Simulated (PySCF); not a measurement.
Vertical excitations of a molecule C5H9N from TDA-PBE/def2-SVPD (PySCF 2.14.0), as energy in eV (oscillator strength): 4.97 (0.048), 5.33 (0.036), 5.97 (0.002), 6.10 (0.004), 6.13 (0.010), 6.28 (0.009), 6.78 (0.071), 6.79 (0.021), 6.83 (0.128), 6.93 (0.030). Lowest triplet (TDA): 4.22 eV. Geometry optimised at PBE0-D3(BJ)/def2-SVP. Other conformers were not sampled.

Task: Which molecule gave these data?
(A) C=CC/C=N/C
(B) CC[C@@H](C)C#N
(C) CC(C)=C=CN
(D) C=CC1(N)CC1

Result: D, C=CC1(N)CC1
